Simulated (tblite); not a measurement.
Species: C4H6O2Si.
SMILES with atom numbers: `[CH:1]#[C:2][C:3](=[O:4])[CH2:5][SiH2:6][OH:7]` (hydrogens: H8 on C1; H9, H10 on C5; H11, H12 on Si6; H13 on O7)

Cartesian coordinates in Å at the GFN2-xTB level; atoms count from 1:
```xyz
13
C4H6O2Si angstrom
C      2.9388   -0.5480   -0.6646
C      1.8979   -0.4557   -0.0726
C      0.6675   -0.3561    0.6667
O      0.2617   -1.2646    1.3726
C     -0.0937    0.8899    0.4335
Si    -1.6750    0.3494   -0.5421
O     -2.2668   -0.9462    0.2129
H      3.8452   -0.6181   -1.1916
H      0.4916    1.6403   -0.0873
H     -0.4414    1.2881    1.3849
H     -2.6622    1.4153   -0.4450
H     -1.2761    0.0270   -1.9110
H     -1.6918   -1.4206    0.8258
```

Calculated harmonic vibrations of the isolated species, GFN2-xTB (tblite), most abundant isotopes, no scaling. This tight-binding method is rough: wavenumbers can miss measured ones by several per cent, in bad cases by 10 to 20. Modes of hydrogen on silicon can be 10 to 20 % off. One conformer, not necessarily the lowest.

Harmonic wavenumbers (cm⁻¹): 48.7, 76.4, 147.5, 156.6, 226.2, 247.2, 415.5, 437.8, 507.0, 551.1, 590.3, 604.7, 662.2, 685.5, 696.2, 744.6, 781.4, 794.8, 862.8, 877.8, 939.2, 1056.4, 1128.8, 1202.8, 1447.0, 1669.9, 2234.9, 2278.0, 2329.7, 3005.2, 3049.8, 3374.1, 3436.8.

A = 4303, B = 1347, C = 1186 MHz; mass 114.014 u (most abundant isotopes); point group C1, symmetry number 1.

What is the zero-point energy?

Half the sum of the wavenumbers: 18633 cm⁻¹ = 222.91 kJ/mol.

What is S at 500 K and 1 bar for an ideal gas of classical rigid rotors and harmonic oscillators?

Translation 178.67, rotation 124.59, vibration 168.76: S = 472.0 J/(mol K).

And Cp and H(500 K) − H(0)?

Cp = 190.37 J/(mol K), of which vibrations give 157.11 (their classical limit is 33 R = 274.4); H(500 K) − H(0) = 59.78 kJ/mol without the zero-point energy, 43.15 from vibrations.

Which modes carry the vibrational entropy at 500 K?

48.7 cm⁻¹: 24.66; 76.4 cm⁻¹: 20.93; 147.5 cm⁻¹: 15.50; 156.6 cm⁻¹: 15.01; 226.2 cm⁻¹: 12.03; 247.2 cm⁻¹: 11.32 J/(mol K); the other 27 give 69.31 together.

What must be added to the electronic energy to get the Gibbs energy at 500 K and 1 bar?

ZPE + [H(500 K) − H(0)] − T·S = 222.91 + 59.78 − 236.01 = 46.68 kJ/mol.

How do the functions run with temperature in this model?

| T (K) | S (J/(mol K)) | Cp (J/(mol K)) | H − H(0) (kJ/mol) | G − H(0) (kJ/mol) | ln q(vib) |
| --- | --- | --- | --- | --- | --- |
| 100 | 278.6 | 69.2 | 5.05 | -22.82 | 1.40 |
| 200 | 337.3 | 105.5 | 13.73 | -53.74 | 3.51 |
| 300 | 387.1 | 141.5 | 26.13 | -90.01 | 5.65 |
| 800 | 571.1 | 230.2 | 123.48 | -333.39 | 15.77 |
| 1000 | 624.4 | 247.1 | 171.31 | -453.07 | 19.24 |

q(vib) and H(0) count from the zero-point level.

Blend soft modes into free rotors: weight 1/[1 + (100 cm⁻¹/ν̃)⁴] for the oscillator and the rest for a rotor with moment μB/(μ + B), μ = h/(8π²ν), B = 10⁻⁴⁴ kg m². What vibrational entropy results?

156.34 J/(mol K) in place of 168.76, which changes −T·S at 500 K by +6.21 kJ/mol.

Hindered rotation and anharmonicity are outside this model. Other conformers, if any are populated, would add a mixing term that is left out. The structure is chiral; the term R ln 2 for an equal mix with its mirror image is left out.

Hardware: one thread of an Arm Neoverse N1, shared host with 64 logical CPUs at a one-minute load of 60. Cost: 0.6 s. This covers the Hessian and the dipole derivatives.
